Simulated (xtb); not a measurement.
xtb input (GFN2-xTB):

```bash
xtb mol.xyz --gfn 2 --sp --chrg 0 --uhf 0
```
mol.xyz:
```
17

Ge     3.06874668     0.31479503    -1.08638863
Ge     2.06026975     0.91634214     1.05031480
Ge    -0.07393285    -0.24272631     1.29763692
Ge    -1.43079599     0.05594659    -0.70815133
Ge    -3.60792074    -1.02244904    -0.50406979
H      4.47034708     0.93191017    -1.24166527
H      2.17856368     0.81540303    -2.23763146
H      3.18968110    -1.21578195    -1.19746594
H      3.01453286     0.56228507     2.20929512
H      1.81547401     2.43845340     1.08870680
H     -0.84442308     0.27281358     2.53058214
H      0.18356885    -1.74960941     1.50405803
H     -1.61601019     1.56393039    -0.97483321
H     -0.66765782    -0.53290062    -1.91253906
H     -4.37477235    -0.42735911     0.69038909
H     -4.45200918    -0.82945110    -1.77720479
H     -3.42103398    -2.53076298    -0.26063380
```

Output:

```
           -------------------------------------------------
          |                Calculation Setup                |
           -------------------------------------------------

           -------------------------------------------------
          |                 G F N 2 - x T B                 |
           -------------------------------------------------

        Reference                      10.1021/acs.jctc.8b01176
      * Hamiltonian:
        H0-scaling (s, p, d)           1.850000    2.230000    2.230000
        zeta-weighting                 0.500000
      * Dispersion:
        s8                             2.700000
        a1                             0.520000
        a2                             5.000000
        s9                             5.000000
      * Repulsion:
        kExp                           1.500000    1.000000
        rExp                           1.000000
      * Coulomb:
        alpha                          2.000000
        third order                    shell-resolved
        anisotropic                    true
        a3                             3.000000
        a5                             4.000000
        cn-shift                       1.200000
        cn-exp                         4.000000
        max-rad                        5.000000

          ...................................................
          :                      SETUP                      :
          :.................................................:
          :  # basis functions                  62          :
          :  # atomic orbitals                  57          :
          :  # shells                           27          :
          :  # electrons                        32          :
          :  max. iterations                   250          :
          :  Hamiltonian                  GFN2-xTB          :
          :  restarted?                      false          :
          :  GBSA solvation                  false          :
          :  PC potential                    false          :
          :  electronic temp.          300.0000000     K    :
          :  accuracy                    1.0000000          :
          :  -> integral cutoff          0.2500000E+02      :
          :  -> integral neglect         0.1000000E-07      :
          :  -> SCF convergence          0.1000000E-05 Eh   :
          :  -> wf. convergence          0.1000000E-03 e    :
          :  Broyden damping             0.4000000          :
          :  net charge                          0          :
          :  unpaired electrons                  0          :
          ...................................................

 iter      E             dE          RMSdq      gap      omega  full diag
   1    -15.8047557 -0.158048E+02  0.718E+00    5.09       0.0  T
   2    -15.8109910 -0.623527E-02  0.446E+00    5.00       1.0  T
   3    -15.7508496  0.601414E-01  0.391E+00    4.96       1.0  T
   4    -15.8131130 -0.622634E-01  0.714E-01    4.97       1.0  T
   5    -15.8145717 -0.145869E-02  0.527E-01    4.95       1.0  T
   6    -15.8154037 -0.831965E-03  0.389E-01    4.95       1.0  T
   7    -15.8156450 -0.241346E-03  0.573E-02    4.94       1.0  T
   8    -15.8156480 -0.298664E-05  0.443E-02    4.94       1.0  T
   9    -15.8156503 -0.235070E-05  0.239E-02    4.94       1.0  T
  10    -15.8156517 -0.137297E-05  0.365E-03    4.94       6.6  T
  11    -15.8156517 -0.107997E-07  0.240E-03    4.94      10.1  T
  12    -15.8156517 -0.852439E-08  0.126E-03    4.94      19.3  T
  13    -15.8156517 -0.224455E-08  0.602E-04    4.94      40.3  T
  14    -15.8156517 -0.630640E-09  0.173E-04    4.94     140.4  T

   *** convergence criteria satisfied after 14 iterations ***

         #    Occupation            Energy/Eh            Energy/eV
      -------------------------------------------------------------
         1        2.0000           -0.6322000             -17.2030
       ...           ...                  ...                  ...
        10        2.0000           -0.4424626             -12.0400
        11        2.0000           -0.4381762             -11.9234
        12        2.0000           -0.4372467             -11.8981
        13        2.0000           -0.4174667             -11.3598
        14        2.0000           -0.4106341             -11.1739
        15        2.0000           -0.3954631             -10.7611
        16        2.0000           -0.3749255             -10.2022 (HOMO)
        17                         -0.1934653              -5.2645 (LUMO)
        18                         -0.1784731              -4.8565
        19                         -0.1729079              -4.7051
        20                         -0.1661402              -4.5209
        21                         -0.1493962              -4.0653
       ...                                ...                  ...
        57                          1.9919113              54.2027
      -------------------------------------------------------------
                  HL-Gap            0.1814602 Eh            4.9378 eV
             Fermi-level           -0.2841954 Eh           -7.7334 eV

 SCC (total)                   0 d,  0 h,  0 min,  0.015 sec
 SCC setup                      ...        0 min,  0.000 sec (  0.612%)
 Dispersion                     ...        0 min,  0.000 sec (  0.406%)
 classical contributions        ...        0 min,  0.000 sec (  0.166%)
 integral evaluation            ...        0 min,  0.002 sec ( 15.610%)
 iterations                     ...        0 min,  0.008 sec ( 51.578%)
 molecular gradient             ...        0 min,  0.005 sec ( 31.101%)
 printout                       ...        0 min,  0.000 sec (  0.482%)

         :::::::::::::::::::::::::::::::::::::::::::::::::::::
         ::                     SUMMARY                     ::
         :::::::::::::::::::::::::::::::::::::::::::::::::::::
         :: total energy             -15.752883416764 Eh    ::
         :: gradient norm              0.036771226474 Eh/a0 ::
         :: HOMO-LUMO gap              4.937784225989 eV    ::
         ::.................................................::
         :: SCC energy               -15.815611802768 Eh    ::
         :: -> isotropic ES           -0.011469267289 Eh    ::
         :: -> anisotropic ES          0.002923461209 Eh    ::
         :: -> anisotropic XC          0.005579325172 Eh    ::
         :: -> dispersion             -0.013850900221 Eh    ::
         :: repulsion energy           0.062728386005 Eh    ::
         :: add. restraining           0.000000000000 Eh    ::
         :: total charge              -0.000000000000 e     ::
         :::::::::::::::::::::::::::::::::::::::::::::::::::::

           -------------------------------------------------
          |                Property Printout                |
           -------------------------------------------------

    * Orbital Energies and Occupations

         #    Occupation            Energy/Eh            Energy/eV
      -------------------------------------------------------------
         1        2.0000           -0.6322000             -17.2030
       ...           ...                  ...                  ...
         4        2.0000           -0.6022509             -16.3881
         5        2.0000           -0.5875804             -15.9889
         6        2.0000           -0.4512351             -12.2787
         7        2.0000           -0.4480246             -12.1914
         8        2.0000           -0.4435428             -12.0694
         9        2.0000           -0.4434015             -12.0656
        10        2.0000           -0.4424626             -12.0400
        11        2.0000           -0.4381762             -11.9234
        12        2.0000           -0.4372467             -11.8981
        13        2.0000           -0.4174667             -11.3598
        14        2.0000           -0.4106341             -11.1739
        15        2.0000           -0.3954631             -10.7611
        16        2.0000           -0.3749255             -10.2022 (HOMO)
        17                         -0.1934653              -5.2645 (LUMO)
        18                         -0.1784731              -4.8565
        19                         -0.1729079              -4.7051
        20                         -0.1661402              -4.5209
        21                         -0.1493962              -4.0653
        22                         -0.1451153              -3.9488
        23                         -0.1421152              -3.8672
        24                         -0.1293347              -3.5194
        25                         -0.1100490              -2.9946
        26                         -0.1066591              -2.9023
        27                         -0.0950209              -2.5856
       ...                                ...                  ...
        57                          1.9919113              54.2027
      -------------------------------------------------------------
                  HL-Gap            0.1814602 Eh            4.9378 eV
             Fermi-level           -0.2841954 Eh           -7.7334 eV

     #   Z          covCN         q      C6AA      α(0)
     1  32 Ge       3.720     0.091   170.019    23.409
     2  32 Ge       3.727     0.084   170.141    23.417
     3  32 Ge       3.727     0.086   170.099    23.414
     4  32 Ge       3.728     0.087   170.082    23.413
     5  32 Ge       3.719     0.090   170.029    23.410
     6   1 H        0.927    -0.031     3.647     2.986
     7   1 H        0.927    -0.030     3.635     2.981
     8   1 H        0.927    -0.030     3.633     2.981
     9   1 H        0.926    -0.042     3.910     3.092
    10   1 H        0.926    -0.041     3.889     3.084
    11   1 H        0.926    -0.043     3.926     3.098
    12   1 H        0.926    -0.043     3.925     3.098
    13   1 H        0.926    -0.044     3.951     3.108
    14   1 H        0.926    -0.045     3.961     3.112
    15   1 H        0.927    -0.030     3.625     2.977
    16   1 H        0.927    -0.031     3.648     2.987
    17   1 H        0.927    -0.029     3.614     2.973

 Mol. C6AA /au·bohr⁶  :       7813.010219
 Mol. C8AA /au·bohr⁸  :     498853.383572
 Mol. α(0) /au        :        153.540936

Wiberg/Mayer (AO) data.
largest (>0.10) Wiberg bond orders for each atom

 ---------------------------------------------------------------------------
     #   Z sym  total        # sym  WBO       # sym  WBO       # sym  WBO
 ---------------------------------------------------------------------------
     1  32 Ge   3.376 --     6 H    0.840     8 H    0.839     7 H    0.838
                             2 Ge   0.693
     2  32 Ge   3.327 --    10 H    0.824     9 H    0.822     1 Ge   0.693
                             3 Ge   0.659
     3  32 Ge   3.283 --    12 H    0.827    11 H    0.825     4 Ge   0.661
                             2 Ge   0.659
     4  32 Ge   3.341 --    13 H    0.825    14 H    0.824     5 Ge   0.687
                             3 Ge   0.661
     5  32 Ge   3.357 --    15 H    0.839    17 H    0.839    16 H    0.838
                             4 Ge   0.687
     6   1 H    0.981 --     1 Ge   0.840
     7   1 H    0.998 --     1 Ge   0.838
     8   1 H    0.999 --     1 Ge   0.839
     9   1 H    0.983 --     2 Ge   0.822
    10   1 H    0.997 --     2 Ge   0.824
    11   1 H    0.983 --     3 Ge   0.825
    12   1 H    0.997 --     3 Ge   0.827
    13   1 H    0.998 --     4 Ge   0.825
    14   1 H    0.998 --     4 Ge   0.824
    15   1 H    0.998 --     5 Ge   0.839
    16   1 H    0.982 --     5 Ge   0.838
    17   1 H    0.998 --     5 Ge   0.839
 ---------------------------------------------------------------------------

Topologies differ in total number of bonds
Writing topology from bond orders to xtbtopo.mol
Note: The following floating-point exceptions are signalling: IEEE_UNDERFLOW_FLAG IEEE_DENORMAL
normal termination of xtb

molecular dipole:
                 x           y           z       tot (Debye)
 q only:       -0.020      -0.027      -0.013
   full:       -0.009       0.006      -0.003       0.029
molecular quadrupole (traceless):
                xx          xy          yy          xz          yz          zz
 q only:        0.047      -0.247       0.342      -0.189      -0.002      -0.388
  q+dip:       -3.753      -3.032       4.280       0.094      -0.095      -0.527
   full:       -0.972      -1.363       1.706       0.340       0.032      -0.734

           -------------------------------------------------
          | TOTAL ENERGY              -15.752883416764 Eh   |
          | GRADIENT NORM               0.036771226474 Eh/α |
          | HOMO-LUMO GAP               4.937784225989 eV   |
           -------------------------------------------------

------------------------------------------------------------------------
------------------------------------------------------------------------
 total:
 SCF:
```
